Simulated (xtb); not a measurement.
H8NSi2 (SMILES [SiH3][NH2+][SiH3]), charge +1, singlet, at a GFN2-xTB geometry; GFN-FF run with xtb.

The xtb input:
```
$ xtb mol.xyz --gfnff --chrg 1 --json

# file mol.xyz
11

Si     1.54686410     0.58087505    -0.00490702
N      0.16586354    -0.70353006    -0.13289243
Si    -1.63987507    -0.18635790     0.07942884
H      2.73268072    -0.23600687    -0.22682810
H      1.19077269     1.49310708    -1.08071010
H      1.35630647     1.07283301     1.35081633
H      0.36071494    -1.43815543     0.54667362
H      0.25281666    -1.16421227    -1.03824461
H     -1.79194812     0.77499319    -1.00177351
H     -1.62641434     0.35471912     1.42975292
H     -2.33382026    -1.45580750    -0.09274506
```

Question: Predict the main parts of the log of this xtb run.

Answer: 
```
   ID    Z sym.   atoms
    1   14 Si     1, 3
    2    7 N      2
    3    1 H      4-11

           -------------------------------------------------
          |                Calculation Setup                |
           -------------------------------------------------

          ==================== Thresholds ====================
          CN  :   150.00000
          rep :   500.00000
          disp:  2500.00000
          HB1 :   250.00000
          HB2 :   450.00000

          Pauling EN used:
          Z : 1  EN :  2.20
          Z : 7  EN :  3.04
          Z :14  EN :  1.90
          electric field strengths (au): 0.000

           -------------------------------------------------
          |           Force Field Initialization            |
           -------------------------------------------------

          distances ...
          ----------------------------------------
          generating topology and atomic info file ...
          pair mat ...
          computing topology distances matrix with Floyd-Warshall algo ...
          making topology EEQ charges ...
          #fragments for EEQ constrain: 1
          ----------------------------------------
          generating topology and atomic info file ...
          pair mat ...
          computing topology distances matrix with Floyd-Warshall algo ...
          making topology EEQ charges ...
          #fragments for EEQ constrain: 1
          rings ...
          # BATM   54
          # H in HB   8

  atom   neighbors  erfCN metchar sp-hybrid imet pi  qest     coordinates
    1  Si      4    3.47   0.05         3    0    0   0.150    2.923150    1.097695   -0.009273
    2  N       4    3.47   0.00         3    0    0  -0.248    0.313437   -1.329479   -0.251130
    3  Si      4    3.47   0.05         3    0    0   0.150   -3.098915   -0.352165    0.150099
    4  H       1    0.96   0.01         0    0    0   0.099    5.164018   -0.445988   -0.428643
    5  H       1    0.96   0.01         0    0    0   0.099    2.250234    2.821563   -2.042246
    6  H       1    0.96   0.01         0    0    0   0.099    2.563048    2.027361    2.552673
    7  H       1    0.98   0.00         0    0    0   0.177    0.681652   -2.717720    1.033063
    8  H       1    0.98   0.00         0    0    0   0.177    0.477754   -2.200042   -1.961998
    9  H       1    0.96   0.01         0    0    0   0.099   -3.386291    1.464525   -1.893078
   10  H       1    0.96   0.01         0    0    0   0.099   -3.073478    0.670322    2.701841
   11  H       1    0.96   0.01         0    0    0   0.099   -4.410281   -2.751077   -0.175263

          #atoms :   11
          #bonds :   10
          #angl  :   18
          #tors  :   18
          #nmol  :   1
          #optfrag :   1
           -------------------------------------------------
          |                   G F N - F F                   |
          |          A general generic force-field          |
          |                  Version 1.0.3                  |
           -------------------------------------------------
          Number of HB bonds (bound hydrogen)     96
          Number of HB bonds (unbound hydrogen)   0
          Number of XB bonds                      0

         :::::::::::::::::::::::::::::::::::::::::::::::::::::
         ::                     SUMMARY                     ::
         :::::::::::::::::::::::::::::::::::::::::::::::::::::
         :: total energy               0.183292802445 Eh    ::
         :: gradient norm              0.067648541344 Eh/a0 ::
         ::.................................................::
         :: bond energy               -1.231638905790 Eh    ::
         :: angle energy               0.040450783745 Eh    ::
         :: torsion energy             0.000009412515 Eh    ::
         :: repulsion energy           0.044437812656 Eh    ::
         :: electrostat energy         1.334444418605 Eh    ::
         :: dispersion energy         -0.004393834154 Eh    ::
         :: HB energy                  0.000000000000 Eh    ::
         :: XB energy                  0.000000000000 Eh    ::
         :: bonded atm energy         -0.000016885131 Eh    ::
         :: external energy            0.000000000000 Eh    ::
         :: add. restraining           0.000000000000 Eh    ::
         :: total charge               1.000000000000 e     ::
         :::::::::::::::::::::::::::::::::::::::::::::::::::::

           -------------------------------------------------
          |                Property Printout                |
           -------------------------------------------------

molecular dipole:
                 x           y           z       tot (Debye)
 q only:        0.014      -0.057      -0.011       0.152

           -------------------------------------------------
          | TOTAL ENERGY                0.183292802445 Eh   |
          | GRADIENT NORM               0.067648541344 Eh/α |
           -------------------------------------------------
########################################################################
[WARNING] Runtime exception occurred
-1- gfnff_setup: Could not read topology file.
########################################################################

normal termination of xtb
```
